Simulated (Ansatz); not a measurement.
Isolated molecules relaxed with PBE0-D4/def2-TZVP in Ansatz; ΔE leaves out vibrations. CCSD(T)/CBS is the MP2 limit (def2-TZVPP, def2-QZVPP) plus CCSD(T) − MP2 in def2-TZVPP, frozen cores. Functionals use def2-TZVPP. B3LYP here is the variant with VWN-RPA as its local correlation; programs differ in this. Each species was taken in one conformer, which may not be the lowest.

`CO[SiH2]BO` + `[AlH2][SiH]1C[SiH2]1` → `OB[SiH]1C[SiH2]1` + `CO[SiH2][AlH2]`  (redistribution)

| level | ΔE (kJ/mol) | difference from CCSD(T)/CBS |
| --- | --- | --- |
| r2SCAN-D4 | 54.0 | 4.1 |
| PBE0-D4 | 51.6 | 1.7 |
| B3LYP-D4 | 42.9 | -7.0 |
| ωB97X-V | 40.4 | -9.5 |
| ωB97M-V | 51.9 | 2.0 |
| B2PLYP | 43.0 | -6.9 |
| PBE | 53.1 | 3.2 |
| r2SCAN | 53.5 | 3.6 |
| HF/def2-TZVPP | 13.4 | -36.5 |
| MP2/def2-TZVPP | 51.6 | 1.7 |
| SCS-MP2/def2-TZVPP | 44.6 | -5.3 |
| CCSD(T)/def2-TZVPP | 49.4 | -0.5 |
| HF/def2-QZVPP | 12.9 | -37.0 |
| MP2/def2-QZVPP | 51.7 | 1.8 |
| MP2/CBS(def2) | 52.1 | 2.2 |
| CCSD/CBS(def2) | 42.8 | -7.1 |
| CCSD(T)/CBS | 49.9 | 0 |

Largest T1 diagnostic among the species: 0.015.

From PBE to PBE0 (25 % exact exchange), in def2-TZVPP and without D4, ΔE moves by −3.9 kJ/mol. The D4 term adds +5.0 kJ/mol with B3LYP and +2.4 kJ/mol with PBE0; it sums over pairs of atoms, weighted by their polarisabilities, and B3LYP, whose exchange is more repulsive, gets the larger term.
